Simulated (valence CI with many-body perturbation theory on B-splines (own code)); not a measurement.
# Missing levels of Kr¹³⁺

Method: relativistic CI+MBPT: five valence electrons over a frozen Dirac-Fock core [Ar], radial functions for each j: 7 s, 7 p, 8 d, 6 f, 4 g, 1 h, with the one-electron correlation potential Σ1, the two-electron term Σ2, the three-electron term Σ3, Breit, model QED; selected CI, second order for the rest (own B-spline code, finite nucleus).

No measured spectrum was set against this ion. As an estimate, terms of the open shell hold to 2 to 4 % of their energy, and close levels can change places. Core correlation moves these levels by up to 9000 cm⁻¹, and in measured spectra 5 to 20 % of such shifts remained as error; rates that hang on mixing are uncertain with them. Only levels of the ground parity were solved; by the run's estimate the other parity begins above the list, which can be wrong where configurations are misplaced.

| Level | E (eV) |
| --- | --- |
| 3d⁵ ⁶S_5/2 | 0.000 |
| 3d⁵ ⁴G_5/2 | 9.051 |
| 3d⁵ ⁴G_11/2 | 9.213 |
| 3d⁵ ⁴G_7/2 | ? |
| 3d⁵ ⁴G_9/2 | ? |
| 3d⁵ ⁴P_5/2 | 9.749 |
| 3d⁵ ⁴P_3/2 | 10.018 |
| 3d⁵ ⁴P_1/2 | ? |
| 3d⁵ ⁴D_7/2 | ? |
| 3d⁵ ⁴D_1/2 | 11.645 |
| 3d⁵ ⁴D_5/2 | 11.777 |
| 3d⁵ ⁴D_3/2 | ? |
| 3d⁵ ²I_11/2 | 13.237 |
| 3d⁵ ²I_13/2 | 13.525 |
| 3d⁵ ²D_5/2 [a] | 14.006 |
| 3d⁵ ²D_3/2 [a] | 14.452 |
| 3d⁵ ²F_7/2 [a] | 14.804 |
| 3d⁵ ⁴F_9/2 | 15.030 |
| 3d⁵ ⁴F_5/2 | 15.475 |
| 3d⁵ ⁴F_7/2 | ? |

Names give the largest LS component (configuration and term), which can be under half, so a name can repeat, a term be missing and a line seem to break the LS rules; names also repeat where a configuration has a term twice. Letters in brackets count levels of one name in rising energy.

The levels stand in rising order. What does the calculation give for the missing energies?

3d⁵ ⁴G_7/2 9.244; 3d⁵ ⁴G_9/2 9.325; 3d⁵ ⁴P_1/2 10.357; 3d⁵ ⁴D_7/2 11.178; 3d⁵ ⁴D_3/2 11.858; 3d⁵ ⁴F_7/2 15.827.
